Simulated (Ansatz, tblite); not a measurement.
Adding an electron: Pb₂O⁺ (the lowest doublet isomer of a short search). Total charge 1; doublet. Geometry: PBE-D4/def2-TZVP. Ansatz, gas phase; energy differences of separate SCF runs; the reduced species is a singlet (the triplet lies 0.13 eV higher at PBE0-D4/def2-TZVP).

```xyz
3

Pb    0.6808   -1.5835    0.1416
Pb   -1.3535    1.0765   -0.0134
O     0.6727    0.5069   -0.1282
```

In the def2 sets Pb takes a core potential; there is no spin–orbit coupling. The xTB rows come from tblite. The structure comes from a short search, and lower isomers may exist.

```csv
level,−HOMO (eV),−LUMO (eV),vertical EA (eV),HOMO–LUMO gap (eV),remarks
GFN1-xTB,–,–,9.49,–,–
GFN2-xTB,–,–,9.90,–,–
PBE-D4/def2-TZVP,8.96,8.22,5.77,0.74,"restricted singlet, untested (singlet)"
r2SCAN-D4/def2-TZVP,9.23,7.87,5.71,1.36,"restricted singlet, untested (singlet)"
PBE0-D4/def2-TZVP,9.70,7.43,5.72,2.27,"restricted singlet, untested (singlet)"
```

  HOMO and LUMO are the levels of the spin that leaves or enters (xTB has no such levels and no spin-polarisation term). Other spin states of the ions may lie lower, which would lower the ionisation energy or raise the affinity. Raw xTB energy differences between charge states are shifted by several eV; the methods need an empirical correction for them.
